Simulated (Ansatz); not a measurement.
Relaxation of CH5NSeSi2 (10 atoms, charge 0, multiplicity 1), to a largest force component of 0.015 eV/Å in at most 40 steps.

All numbers below come from RKS r2SCAN/def2-SVP (Ansatz).

```xyz
10
Properties=species:S:1:pos:R:3
N -3.213 -0.271 0.287
C -2.151 0.083 0.304
Si -0.432 0.575 0.338
Si 0.952 -1.196 -0.080
Se -0.013 2.167 -1.244
H -0.071 1.121 1.681
H 2.320 -0.807 -0.041
H 0.583 -1.719 -1.413
H 0.636 -2.223 0.983
H 1.473 2.219 -0.813
```

Problem. Where does it end, and by what steps?

Solution. The run converged. The force dipped under the threshold on the way, but the program's further checks kept it going. After 10 steps the energy has fallen by 0.403 eV; H10 moved furthest, 0.18 Å.

```json
{"step": "0", "energy less start (eV)": "0.0000", "largest force component (eV/Å)": "6.162", "accepted": "yes"}
{"step": "1", "energy less start (eV)": "-0.3135", "largest force component (eV/Å)": "1.502", "accepted": "yes"}
{"step": "2", "energy less start (eV)": "-0.3902", "largest force component (eV/Å)": "0.784", "accepted": "yes"}
{"step": "3", "energy less start (eV)": "-0.3985", "largest force component (eV/Å)": "0.427", "accepted": "yes"}
{"step": "4", "energy less start (eV)": "-0.4008", "largest force component (eV/Å)": "0.258", "accepted": "yes"}
{"step": "5", "energy less start (eV)": "-0.4015", "largest force component (eV/Å)": "0.250", "accepted": "yes"}
{"step": "6", "energy less start (eV)": "-0.4016", "largest force component (eV/Å)": "0.251", "accepted": "yes"}
{"step": "7", "energy less start (eV)": "-0.4008", "largest force component (eV/Å)": "0.267", "accepted": "no"}
{"step": "8", "energy less start (eV)": "-0.4027", "largest force component (eV/Å)": "0.006", "accepted": "yes"}
{"step": "9", "energy less start (eV)": "-0.4027", "largest force component (eV/Å)": "0.039", "accepted": "yes"}
{"step": "10", "energy less start (eV)": "-0.4027", "largest force component (eV/Å)": "0.010", "accepted": "yes"}
```

```xyz
10
Properties=species:S:1:pos:R:3
N -3.251 -0.188 0.161
C -2.139 0.145 0.268
Si -0.350 0.618 0.426
Si 0.955 -1.272 -0.053
Se -0.065 2.245 -1.161
H -0.172 1.123 1.820
H 2.387 -0.844 -0.085
H 0.552 -1.793 -1.390
H 0.771 -2.321 0.995
H 1.397 2.237 -0.978
```

Whether the end is a true minimum wasn't checked by a vibrational analysis.

Run time: 64 s on 2 threads of Arm Neoverse V2, with other jobs on the host, peak memory 0.2 GiB.
